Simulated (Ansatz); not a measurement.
Geometry optimisation, RKS PBE/def2-SVP (Ansatz).

Input file:

```yaml
crystal:
  periodic: [false, false, false]
  atoms:
    - { symbol: Sn, position_ang: [-0.941, 1.2562, -0.2214] }
    - { symbol: H, position_ang: [-0.1855, -0.6615, -1.1019] }
    - { symbol: H, position_ang: [-1.9443, 1.5662, -1.6291] }
    - { symbol: H, position_ang: [-1.9708, 1.0114, 1.1002] }
    - { symbol: H, position_ang: [0.2802, 2.4224, -0.1771] }
    - { symbol: H, position_ang: [1.1473, -0.6571, 0.8513] }
    - { symbol: F, position_ang: [0.5335, 0.2757, 1.2943] }
    - { symbol: H, position_ang: [0.5434, -1.1886, -0.7047] }
    - { symbol: O, position_ang: [1.4524, -1.6234, 0.082] }
    - { symbol: H, position_ang: [1.0849, -2.4012, 0.5065] }
basis:
  gaussian: { orbitals: def2-SVP }
hamiltonian:
  xc: pbe
relax:
  f_tol: 0.15
  max_steps: 25
  restrain:
    - { distance: [0, 6], at: 1.96, k: 30.0 }
    - { distance: [5, 8], at: 0.97, k: 30.0 }
    - { distance: [7, 1], at: 0.62, k: 30.0 }
    - { distance: [0, 1], at: 3.0, k: 30.0 }
    - { distance: [5, 6], at: 2.18, k: 30.0 }
    - { distance: [7, 8], at: 2.27, k: 30.0 }
```

Launched with:

```bash
$ ansatz run input.yaml --threads 2 --pin off --max-ram 3072MiB --backend cpu --events-out ev --progress --plain --runs-dir out
```

Task: Where does it end, and by what steps?

Result: It converged. The restraints hold the end off the free minimum. After 11 steps the energy has fallen by 1.013 eV (the restraints' own energy left out); H4 moved furthest, 0.96 Å. Joined: H2–H8, H6–O9.

```
step  energy less start (eV)  largest force component (eV/Å)  accepted
   0                  0.0000                           1.958       yes
   1                  0.4655                           3.107       yes
   2                  0.7559                           6.026       yes
   3                  0.2381                           3.418       yes
   4                 -0.3244                           2.391       yes
   5                 -0.7258                           1.853       yes
   6                 -0.9286                           1.822       yes
   7                 -0.9983                           1.839       yes
   8                 -1.0515                           0.914        no
   9                 -1.0234                           1.527        no
  10                 -1.0075                           1.814       yes
  11                 -1.0132                           1.788       yes
```

```xyz
10
Properties=species:S:1:pos:R:3
Sn -1.059 1.581 0.133
H -0.075 -0.735 -1.515
H -1.616 0.845 -1.318
H -2.333 1.892 1.253
H -0.017 2.931 -0.124
H 1.640 -1.136 0.680
F 0.055 0.288 1.111
H 0.425 -1.109 -1.177
O 1.870 -2.014 0.324
H 1.110 -2.543 0.633
```

The run took 18 s on 2 threads of Arm Neoverse V1 (shared host), peak memory 0.12 GiB.
